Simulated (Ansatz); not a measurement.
CH5AlBClO, SMILES `[CH3][Al]([Cl])[BH]O`, relaxed with RKS PBE-D4/def2-SVP in Ansatz 0.2.0 from a rough embedded geometry. The force threshold is 0.03 eV/Å; the program also tests the step.

The species carries charge 0 and has multiplicity 1.

Start:

```xyz
10

C    -1.073    1.709   -0.097
Al   -0.216   -0.062   -0.594
Cl   -0.817   -1.049   -2.459
B     1.147   -0.983    0.573
O     1.805   -2.224    0.209
H    -1.757    1.976   -0.829
H    -1.552    1.560    0.903
H    -0.246    2.415   -0.008
H     1.514   -0.431    1.648
H     1.195   -2.910    0.655
```

```
step  energy (eV)  largest force (eV/Å)  largest move (Å)
   1  -22940.3242                 2.955             0.000
   2  -22940.7291                 1.478             0.116
   3  -22940.8732                 1.131             0.193
   4  -22941.1452                 1.367             0.195
   5  -22941.3313                 2.211             0.195
   6  -22941.5194                 2.131             0.195
   7  -22941.5508                 0.656             0.200
   8  -22941.5955                 0.540             0.135
   9  -22941.6075                 0.142             0.039
  10  -22941.6082                 0.022             0.008
```

End:

```xyz
10

C    -1.086    1.731   -0.152
Al   -0.310   -0.016   -0.595
Cl   -0.854   -0.842   -2.496
B     1.049   -1.156    0.635
O     1.366   -2.413    0.224
H    -1.823    2.089   -0.899
H    -1.584    1.706    0.842
H    -0.283    2.497   -0.073
H     1.539   -0.733    1.682
H     1.986   -2.863    0.831
```

Hardware: 4 threads of an Arm Neoverse V1 on a shared host. Wall time 13 s, peak host memory 0.18 GiB.
